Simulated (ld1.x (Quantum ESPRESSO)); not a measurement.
Br, TM: configuration errors across variants

* Element: bromine (Br)
* Generator: ld1.x (Quantum ESPRESSO) 7.5
* Type: norm-conserving Troullier–Martins (Kleinman–Bylander form)
* Functional: Wu–Cohen
* Relativity: scalar-relativistic
* Frozen core: [Ar]
* Valence charge: 17
* Reference configuration: 3d10 4s2 4p5
* Partial waves: 4s (bound): rc 1.15 bohr; 4p (bound): rc 1.20 bohr; 3d (bound): rc 0.65 bohr
* Local potential: all-electron potential smoothed inside 0.55 bohr (lloc = -2)
* Core correction: a·sin(br)/r model core, default radius (core density twice the valence density)

All-electron excitation energies from the reference (eV): (1) 3d10 4s2 4p4 12.561; (2) 3d10 4s2 4p3 35.355; (3) 3d10 4s2 4p2 69.407; (4) 3d10 4s2 4p1 115.545; (5) 3d9 4s2 4p5 78.457; (6) 3d10 4s2 4p4.5 5.075; (7) 3d10 4s1 4p6 12.398.

The default core radius of the base comes out at 0.25 bohr.

Tests that are not counted but printed errors over 1 eV. “local potential all-electron potential smoothed inside 0.62 bohr (lloc = -2)”: 3d10 4s2 4p4 (solver errors, printed error -4064 eV); 3d10 4s2 4p4.5 (solver errors, printed error -4033 eV); 5 more. “local potential the s channel”: 3d9 4s2 4p5 (solver errors, printed error -2.4 eV). “all radii but the core radius scaled by about 1.07 (s 1.22, p 1.28, d 0.70 bohr); local potential all-electron potential smoothed inside 0.58 bohr (lloc = -2)”: 3d10 4s2 4p1 (solver errors, printed error -6.4 eV); 3d9 4s2 4p5 (solver errors, printed error -4068 eV).

3 further variants failed, have other tests or too few solved ones, and are left out.

A true bound ghost makes a file unfit for plane-wave use even where its test errors are small: the radial tests pick states by their node count and pass the ghost by. Where a test does run into it, the solver fails or the error is huge.

Errors AE − PS in meV (a dash: test not solved or not reliable):

| change | (1) | (2) | (3) | (4) | (5) | (6) | (7) | bound ghosts |
| --- | --- | --- | --- | --- | --- | --- | --- | --- |
| base | -6.1 | -22 | -38 | -29 | -1296 | -1.7 | -4.4 | s, p |
| wave 4s (bound): rc 1.15 bohr becomes 4s (bound): rc 1.68 bohr | -5.9 | -21 | -34 | -17 | -1290 | -1.7 | -6.5 | s, p |
| wave 3d (bound): rc 0.65 bohr becomes 3d (bound): rc 0.66 bohr | -6.1 | -22 | -38 | -29 | -1292 | -1.7 | -4.4 | s, p |
| wave 4p (bound): rc 1.20 bohr becomes 4p (bound): rc 1.06 bohr | -13 | -52 | -99 | -101 | -1852 | -3.3 | -7.9 | s, p |
| core correction a·sin(br)/r model core inside 0.24 bohr | -6.1 | -22 | -38 | -29 | -1296 | -1.7 | -4.4 | s, p |
| local potential all-electron potential smoothed inside 0.62 bohr (lloc = -2) | – | – | – | – | – | – | – | s, p |
| local potential the s channel | – | – | – | – | – | – | – | p |
| all radii but the core radius scaled by about 1.07 (s 1.22, p 1.28, d 0.70 bohr); local potential all-electron potential smoothed inside 0.58 bohr (lloc = -2) | -9.2 | -34 | -60 | – | – | -2.5 | -6.5 | s, p |
| wave 3d (bound): rc 0.65 bohr becomes 3d (bound): rc 0.86 bohr | -6.1 | -22 | -38 | -28 | -1212 | -1.7 | -4.4 | s, p |

**Question.** Give the same row for: all radii but the core radius scaled by about 1.32 (s 1.52, p 1.58, d 0.86 bohr); local potential all-electron potential smoothed inside 0.72 bohr (lloc = -2).

**Answer.** +3.8, +23, +60, +93, -342, +0.4, -0.5; bound ghosts: s.
